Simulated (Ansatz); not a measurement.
The Si3–C2 bond of C2H8O3Si (SMILES CC[Si](O)(O)O) is stretched (multiplicity 1, the rest rigid).
Geometry at rest (charge 0, multiplicity 1):
| atom | x (Å) | y (Å) | z (Å) |
|---|---|---|---|
| C | -2.3783 | 0.2308 | 0.3440 |
| C | -1.1083 | -0.4301 | 0.8975 |
| Si | 0.4309 | -0.0363 | -0.0699 |
| O | 0.7310 | 1.5767 | -0.1765 |
| O | 1.6447 | -0.8446 | 0.7005 |
| O | 0.3214 | -0.4540 | -1.6563 |
| H | -2.2883 | 1.3185 | 0.3382 |
| H | -2.5705 | -0.0805 | -0.6842 |
| H | -3.2555 | -0.0278 | 0.9401 |
| H | -0.9460 | -0.1313 | 1.9384 |
| H | -1.2267 | -1.5183 | 0.9252 |
| H | 0.8593 | 2.0560 | 0.6449 |
| H | 2.5325 | -0.7530 | 0.3433 |
| H | 0.2048 | -1.3847 | -1.8590 |

Cores are frozen in the correlated methods.

Run with Ansatz (an electronic-structure program). Each number belongs to the level named beside it.

FIC-MRCISD+Q on CASSCF(2,2)/cc-pV(D+d)Z, total energies (hartree):

| R (Å) | CASSCF | MRCISD | weight c² of the reference |
|---|---|---|---|
| 1.860 | -594.113958 | -594.914915 | 0.83784 |
| 2.790 | -594.028341 | -594.820685 | 0.83766 |
| 5.022 | -593.969331 | -594.755662 | 0.83869 |

### Question
Add the Davidson correction (E_MRCISD − E_CASSCF)(1 − c²)/c² and give the energies above the first point at the three levels.

### Answer

Corrections (hartree): -0.155025, -0.153555, -0.151237. Above the first point (kcal/mol):
- R = 2.790 Å: CASSCF 53.7, MRCISD 59.1, with the correction 60.1
- R = 5.022 Å: CASSCF 90.8, MRCISD 99.9, with the correction 102.3
